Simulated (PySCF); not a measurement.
C5H5NO3.
Atom-mapped SMILES: `[CH3:1][O:2][C:3](=[O:4])[c:5]1[n:6][cH:7][cH:8][o:9]1` (hydrogens: H10, H11, H12 on C1; H13 on C7; H14 on C8)

Geometry (GFN2-xTB, Å), atoms numbered from 1 in this order:
```xyz
14
C5H5NO3 angstrom
C     -2.882   -0.142    0.341
O     -1.478   -0.109    0.564
C     -0.726    0.021   -0.526
O     -1.154    0.110   -1.649
C      0.711    0.044   -0.185
N      1.245   -0.043    1.000
C      2.581    0.026    0.796
C      2.807    0.156   -0.545
O      1.622    0.167   -1.166
H     -3.339   -0.248    1.321
H     -3.212    0.780   -0.142
H     -3.145   -0.986   -0.300
H      3.276   -0.020    1.608
H      3.694    0.244   -1.139
```

The closed-shell SCF was solved with PySCF and density fitting under several settings on one GFN2-xTB geometry (grid level 2 and gas phase unless stated).

```
                                               settings  basis functions  SCF cycles     E (Eh)  HOMO (eV)  LUMO (eV)  dipole (D)
mPW1PW91/pcSseg-1, level shift 0.2 Eh, start guess atom              178          12  -473.7782      -7.69      -1.64        1.36
                                            OPBE/6-31G*              136          16  -473.7285      -6.28      -2.13        1.20
                                           LDA/pcSseg-1              178          17  -470.1369      -6.79      -2.73        1.30
```

Question: Estimate the row for these settings: PBE0/6-31G*.

Answer: 
| settings | basis functions | SCF cycles | E (Eh) | HOMO (eV) | LUMO (eV) | dipole (D) |
| --- | --- | --- | --- | --- | --- | --- |
| PBE0/6-31G* | 136 | 16 | -473.4178 | -7.35 | -1.30 | 1.33 |

Question: Over all rows, what range does the HOMO–LUMO gap span?

Answer: From 4.06 eV to 6.05 eV.

Question: And the dipole moment?

Answer: From 1.20 D (OPBE/6-31G*) to 1.36 D (mPW1PW91/pcSseg-1, level shift 0.2 Eh, start guess atom); the largest is 1.13 times the smallest, and the median is 1.31 D.

Whole jobs, the steps after the SCF included, on Intel Xeon Platinum 8488C, one thread, on a shared host:

| settings | work after the SCF | wall time | peak memory |
| --- | --- | --- | --- |
| mPW1PW91/pcSseg-1, level shift 0.2 Eh, start guess atom | shieldings, ring-centre shieldings, charges and field gradients | 25 s | 0.75 GiB |
| OPBE/6-31G* | 1 singlet by full TDDFT, 2 Tamm–Dancoff triplets, polarisability | 21 s | 0.50 GiB |
| LDA/pcSseg-1 | shieldings, ring-centre shieldings | 23 s | 0.72 GiB |
| PBE0/6-31G* | shieldings, ring-centre shieldings | 14 s | 0.72 GiB |

Cycle counts include a coarse-grid stage where the run had one. All basis functions are spherical, in the Pople sets too.

One conformer stands for the species.
